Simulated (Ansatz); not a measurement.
Start from `N#CCBr` and change one atom or group to get `N#C[CH2][AlH2]`.

Ansatz, PBE0-D4/def2-TZVP geometries, multiplicity 1. 

Scalar relativity is left out up to krypton. Spin–orbit coupling is left out; it splits and shifts lone-pair levels of the heavy atoms by tenths of an eV.

```tsv
property	`N#CCBr`
HOMO energy (ωB97M-V/def2-TZVPP) / eV	-11.01
ideal-gas entropy at 298 K and 1 bar (rigid rotor, harmonic PBE0-D4/def2-TZVP) / J/(mol·K)	297
HOMO–LUMO gap (PBE0/def2-TZVPP) / eV	7.28
LUMO energy (PBE0/def2-TZVPP) / eV	-1.46
HOMO–LUMO gap (PBE/def2-TZVPP) / eV	4.94
zero-point energy (PBE0-D4/def2-TZVP) / kJ/mol	96.1
```

(1) What does the change do to each property? (Estimate.)

Results:

(1) Ansatz gave: 
```
                                                                                  property  `N#C[CH2][AlH2]`  shift
                                                     HOMO energy (ωB97M-V/def2-TZVPP) / eV            -10.50   0.51
ideal-gas entropy at 298 K and 1 bar (rigid rotor, harmonic PBE0-D4/def2-TZVP) / J/(mol·K)               317     20
                                                      HOMO–LUMO gap (PBE0/def2-TZVPP) / eV              6.51  -0.77
                                                        LUMO energy (PBE0/def2-TZVPP) / eV             -1.81  -0.35
                                                       HOMO–LUMO gap (PBE/def2-TZVPP) / eV              4.50  -0.44
                                            zero-point energy (PBE0-D4/def2-TZVP) / kJ/mol             127.1   31.0
```

With PBE0 the HOMO rises by 0.42 eV and the LUMO falls by 0.35 eV, so the gap narrows by about 0.77 eV. PBE moves the HOMO by 0.30 eV and ωB97M-V by 0.51 eV. The zero-point energy changes by 31.0 kJ/mol with +6 modes. Modes under 60 cm⁻¹, often nearly free rotors, make the harmonic entropy too high.
